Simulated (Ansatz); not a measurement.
A made-up structure of CH$_{4}$GeO, singlet:

C1  (-0.567, -0.425, -0.677)
O2  (-0.827, -0.594, 0.713)
Ge3  (0.640, 0.475, 0.478)
H4  (-0.738, -1.419, 1.214)
H5  (-0.239, -1.324, -1.199)
H6  (0.388, 1.908, 0.938)
H7  (1.922, -0.190, 0.970)
(Å)

It is relaxed with PBE-D4/def2-SVP and then PBE0-D4/def2-TZVP (Ansatz 0.2.0). Atoms count as bonded within 1.22 times the sum of their covalent radii (H–H: 0.88 Å). The end point is not checked to be a true minimum.

**Question.** Does its bonding change? (Judge from chemistry; the calculation decides.)

**Answer.** The calculation gives: Yes. Formed: none; broken: O2–Ge3.

Where it ends: The first stage lowers the energy by 2.89 eV in 16 steps. It ends as CH₄GeO ([OH][CH][GeH2]):
C1  (-0.319, -0.532, 0.095)
O2  (-0.591, -1.654, 0.790)
Ge3  (1.000, 0.651, 0.495)
H4  (-1.041, -2.294, 0.230)
H5  (-0.788, -0.457, -0.886)
H6  (0.820, 1.986, -0.227)
H7  (1.496, 0.732, 1.939)
(Å)

Labels in which every atom is bracketed show which atoms are joined, not bond orders.

For scale, one of the runs: PBE0-D4/def2-TZVP relaxation, 134 basis functions, launched by `ansatz run in.yaml --threads 2 --pin off --events-out ev --progress --plain --max-ram 4352MiB`. The run took about 21 s on 2 CPU threads of an Arm Neoverse V2 (shared host).
